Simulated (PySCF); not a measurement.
# Computed records: AlF2H

All values are calculated (PySCF 2.14.0). Calculation on a computer-drawn molecule: vertical ionisation energy to the stated ion spin, frozen-core CCSD(T) at the basis limit and cheaper methods, single-reference cases, UHF for radicals, no spin-orbit; all values are single points at the evaluated structure, the first of each entry, which is the reference or a displaced copy of it and isn't optimised; the reference structure only sets the zero of the energies above reference; triples share is (T) over the correlation energy.

Common to all runs: charge 0; multiplicity 1; ion multiplicity 2; diffuse functions no; basis cc-pV(n+d)Z; reference is the Hartree-Fock double-zeta minimum; best is HF at quadruple zeta + MP2 correlation extrapolated from triple and quadruple zeta + CCSD(T) minus MP2 at triple zeta; basis step is the size of the change from the same recipe one zeta lower.

(1) 
```xyz
4
formula=AlF2H ionisation_energy_best=13.24 ionisation_energy_basis_step=1.269 energy_above_reference_best=20.31 energy_above_reference_basis_step=0.5089 ionisation_energy_Koopmans_at_triple_zeta=13.7 ionisation_energy_EOM_CCSD_at_triple_zeta=13.22 total_energy_HF_triple_zeta=-441.5844 total_energy_CCSD(T)_triple_zeta=-442.1952 total_energy_best=-442.3123 T1_diagnostic_at_triple_zeta=0.01414 D1_diagnostic_at_triple_zeta=0.0361 ion_T1_diagnostic_at_triple_zeta=0.03749 ion_D1_diagnostic_at_triple_zeta=0.1965 ion_spin_squared_at_triple_zeta=0.7744 triples_share_at_triple_zeta=0.02736 basis_functions_triple_zeta=113 dipole_magnitude_HF_at_triple_zeta=2.329 dipole_magnitude_CCSD_unrelaxed_at_triple_zeta=2.079 dipole_magnitude_PBE_at_triple_zeta=1.97 dipole_magnitude_r2SCAN_at_triple_zeta=2.016 dipole_magnitude_B3LYP_at_triple_zeta=2.093 dipole_magnitude_wB97X_at_triple_zeta=2.111
F      0.5441     0.5944    -0.3613
Al    -1.2748     0.7658     0.2116
F     -2.0944     1.9855    -0.2872
H     -1.9221    -0.2628     1.2657
```

Units: ionisation_energy_best, ionisation_energy_basis_step, ionisation_energy_Koopmans_at_triple_zeta, ionisation_energy_EOM_CCSD_at_triple_zeta in eV; energy_above_reference_best, energy_above_reference_basis_step in kcal/mol; total_energy_HF_triple_zeta, total_energy_CCSD(T)_triple_zeta, total_energy_best in hartree; dipole_magnitude_HF_at_triple_zeta, dipole_magnitude_CCSD_unrelaxed_at_triple_zeta, dipole_magnitude_PBE_at_triple_zeta, dipole_magnitude_r2SCAN_at_triple_zeta, dipole_magnitude_B3LYP_at_triple_zeta, dipole_magnitude_wB97X_at_triple_zeta in debye.

Reference structure:
```xyz
4
AlF2H
F      0.5065     0.5594    -0.3766
Al    -1.0412     0.7108     0.1509
F     -1.8987     1.9957    -0.4063
H     -1.6657    -0.3144     1.1322
```

Drawn bonds:
| atom | other atom | order |
| --- | --- | --- |
| 1 | 2 | 1 |
| 2 | 3 | 1 |
| 2 | 4 | 1 |

Triple zeta:
| method | ionisation energy (eV) | energy above reference (kcal/mol) |
| --- | --- | --- |
| HF | 12.53 | 22.82 |
| PBE | 12.28 | 18.04 |
| r2SCAN | 12.47 | 20.03 |
| B3LYP | 12.75 | 19.76 |
| wB97X | 13.08 | 20.16 |
| MP2 | 13.01 | 20.18 |
| CCSD | 13.19 | 20.83 |
| CCSD(T) | 13.1 | 20.38 |

(2) 
```xyz
4
formula=AlF2H ionisation_energy_best=13.25 ionisation_energy_basis_step=0.05403 energy_above_reference_best=33.65 energy_above_reference_basis_step=0.6888 ionisation_energy_Koopmans_at_triple_zeta=13.84 ionisation_energy_EOM_CCSD_at_triple_zeta=13.01 total_energy_HF_triple_zeta=-441.5605 total_energy_CCSD(T)_triple_zeta=-442.1735 total_energy_best=-442.2910 T1_diagnostic_at_triple_zeta=0.01521 D1_diagnostic_at_triple_zeta=0.03782 ion_T1_diagnostic_at_triple_zeta=0.0376 ion_D1_diagnostic_at_triple_zeta=0.207 ion_spin_squared_at_triple_zeta=0.7545 triples_share_at_triple_zeta=0.02802 basis_functions_triple_zeta=113 dipole_magnitude_HF_at_triple_zeta=2.95 dipole_magnitude_CCSD_unrelaxed_at_triple_zeta=2.622 dipole_magnitude_PBE_at_triple_zeta=2.463 dipole_magnitude_r2SCAN_at_triple_zeta=2.537 dipole_magnitude_B3LYP_at_triple_zeta=2.62 dipole_magnitude_wB97X_at_triple_zeta=2.664
F      0.5441     0.5944    -0.3613
Al    -1.3992     0.7776     0.2508
F     -2.2188     1.9973    -0.2480
H     -2.0465    -0.2510     1.3049
```

Units: ionisation_energy_best, ionisation_energy_basis_step, ionisation_energy_Koopmans_at_triple_zeta, ionisation_energy_EOM_CCSD_at_triple_zeta in eV; energy_above_reference_best, energy_above_reference_basis_step in kcal/mol; total_energy_HF_triple_zeta, total_energy_CCSD(T)_triple_zeta, total_energy_best in hartree; dipole_magnitude_HF_at_triple_zeta, dipole_magnitude_CCSD_unrelaxed_at_triple_zeta, dipole_magnitude_PBE_at_triple_zeta, dipole_magnitude_r2SCAN_at_triple_zeta, dipole_magnitude_B3LYP_at_triple_zeta, dipole_magnitude_wB97X_at_triple_zeta in debye.

Reference structure:
```xyz
4
AlF2H
F      0.5065     0.5594    -0.3766
Al    -1.0412     0.7108     0.1509
F     -1.8987     1.9957    -0.4063
H     -1.6657    -0.3144     1.1322
```

Drawn bonds:
| atom | other atom | order |
| --- | --- | --- |
| 1 | 2 | 1 |
| 2 | 3 | 1 |
| 2 | 4 | 1 |

Triple zeta:
| method | ionisation energy (eV) | energy above reference (kcal/mol) |
| --- | --- | --- |
| HF | 11.15 | 37.83 |
| PBE | 12.14 | 30.1 |
| r2SCAN | 12.31 | 33.22 |
| B3LYP | 12.57 | 32.76 |
| wB97X | 12.89 | 33.49 |
| MP2 | 13.31 | 33.61 |
| CCSD | 12.85 | 34.7 |
| CCSD(T) | 12.95 | 33.95 |

(3) 
```xyz
4
formula=AlF2H ionisation_energy_best=12.76 ionisation_energy_basis_step=0.07981 energy_above_reference_best=46.74 energy_above_reference_basis_step=0.6536 ionisation_energy_Koopmans_at_triple_zeta=13.86 ionisation_energy_EOM_CCSD_at_triple_zeta=12.55 total_energy_HF_triple_zeta=-441.5372 total_energy_CCSD(T)_triple_zeta=-442.1521 total_energy_best=-442.2701 T1_diagnostic_at_triple_zeta=0.01639 D1_diagnostic_at_triple_zeta=0.04281 ion_T1_diagnostic_at_triple_zeta=0.01884 ion_D1_diagnostic_at_triple_zeta=0.08273 ion_spin_squared_at_triple_zeta=0.7545 triples_share_at_triple_zeta=0.02862 basis_functions_triple_zeta=113 dipole_magnitude_HF_at_triple_zeta=3.556 dipole_magnitude_CCSD_unrelaxed_at_triple_zeta=3.139 dipole_magnitude_PBE_at_triple_zeta=2.925 dipole_magnitude_r2SCAN_at_triple_zeta=3.028 dipole_magnitude_B3LYP_at_triple_zeta=3.12 dipole_magnitude_wB97X_at_triple_zeta=3.192
F      0.5441     0.5944    -0.3613
Al    -1.5161     0.7886     0.2876
F     -2.3357     2.0083    -0.2112
H     -2.1634    -0.2400     1.3417
```

Units: ionisation_energy_best, ionisation_energy_basis_step, ionisation_energy_Koopmans_at_triple_zeta, ionisation_energy_EOM_CCSD_at_triple_zeta in eV; energy_above_reference_best, energy_above_reference_basis_step in kcal/mol; total_energy_HF_triple_zeta, total_energy_CCSD(T)_triple_zeta, total_energy_best in hartree; dipole_magnitude_HF_at_triple_zeta, dipole_magnitude_CCSD_unrelaxed_at_triple_zeta, dipole_magnitude_PBE_at_triple_zeta, dipole_magnitude_r2SCAN_at_triple_zeta, dipole_magnitude_B3LYP_at_triple_zeta, dipole_magnitude_wB97X_at_triple_zeta in debye.

Reference structure:
```xyz
4
AlF2H
F      0.5065     0.5594    -0.3766
Al    -1.0412     0.7108     0.1509
F     -1.8987     1.9957    -0.4063
H     -1.6657    -0.3144     1.1322
```

Drawn bonds:
| atom | other atom | order |
| --- | --- | --- |
| 1 | 2 | 1 |
| 2 | 3 | 1 |
| 2 | 4 | 1 |

Triple zeta:
| method | ionisation energy (eV) | energy above reference (kcal/mol) |
| --- | --- | --- |
| HF | 10.54 | 52.45 |
| PBE | 11.97 | 42.12 |
| r2SCAN | 12.09 | 46.19 |
| B3LYP | 12.32 | 45.58 |
| wB97X | 12.51 | 46.72 |
| MP2 | 12.75 | 47.02 |
| CCSD | 12.3 | 48.44 |
| CCSD(T) | 12.42 | 47.43 |

(4) 
```xyz
4
formula=AlF2H ionisation_energy_best=13.41 ionisation_energy_basis_step=0.02377 energy_above_reference_best=0.5166 energy_above_reference_basis_step=0.04462 ionisation_energy_Koopmans_at_triple_zeta=13.8 ionisation_energy_EOM_CCSD_at_triple_zeta=13.41 total_energy_HF_triple_zeta=-441.6199 total_energy_CCSD(T)_triple_zeta=-442.2268 total_energy_best=-442.3438 T1_diagnostic_at_triple_zeta=0.01276 D1_diagnostic_at_triple_zeta=0.03328 ion_T1_diagnostic_at_triple_zeta=0.02787 ion_D1_diagnostic_at_triple_zeta=0.1412 ion_spin_squared_at_triple_zeta=0.753 triples_share_at_triple_zeta=0.02635 basis_functions_triple_zeta=113 dipole_magnitude_HF_at_triple_zeta=1.576 dipole_magnitude_CCSD_unrelaxed_at_triple_zeta=1.408 dipole_magnitude_PBE_at_triple_zeta=1.347 dipole_magnitude_r2SCAN_at_triple_zeta=1.363 dipole_magnitude_B3LYP_at_triple_zeta=1.435 dipole_magnitude_wB97X_at_triple_zeta=1.429
F      0.4905     0.5326    -0.4108
Al    -1.0490     0.7448     0.1677
F     -1.9116     2.0017    -0.4057
H     -1.6811    -0.3019     1.0799
```

Units: ionisation_energy_best, ionisation_energy_basis_step, ionisation_energy_Koopmans_at_triple_zeta, ionisation_energy_EOM_CCSD_at_triple_zeta in eV; energy_above_reference_best, energy_above_reference_basis_step in kcal/mol; total_energy_HF_triple_zeta, total_energy_CCSD(T)_triple_zeta, total_energy_best in hartree; dipole_magnitude_HF_at_triple_zeta, dipole_magnitude_CCSD_unrelaxed_at_triple_zeta, dipole_magnitude_PBE_at_triple_zeta, dipole_magnitude_r2SCAN_at_triple_zeta, dipole_magnitude_B3LYP_at_triple_zeta, dipole_magnitude_wB97X_at_triple_zeta in debye.

Reference structure:
```xyz
4
AlF2H
F      0.5065     0.5594    -0.3766
Al    -1.0412     0.7108     0.1509
F     -1.8987     1.9957    -0.4063
H     -1.6657    -0.3144     1.1322
```

Drawn bonds:
| atom | other atom | order |
| --- | --- | --- |
| 1 | 2 | 1 |
| 2 | 3 | 1 |
| 2 | 4 | 1 |

Triple zeta:
| method | ionisation energy (eV) | energy above reference (kcal/mol) |
| --- | --- | --- |
| HF | 12.61 | 0.5441 |
| PBE | 12.57 | 0.551 |
| r2SCAN | 12.77 | 0.51 |
| B3LYP | 13.07 | 0.4627 |
| wB97X | 13.33 | 0.4793 |
| MP2 | 13.13 | 0.4655 |
| CCSD | 13.34 | 0.5107 |
| CCSD(T) | 13.28 | 0.5093 |
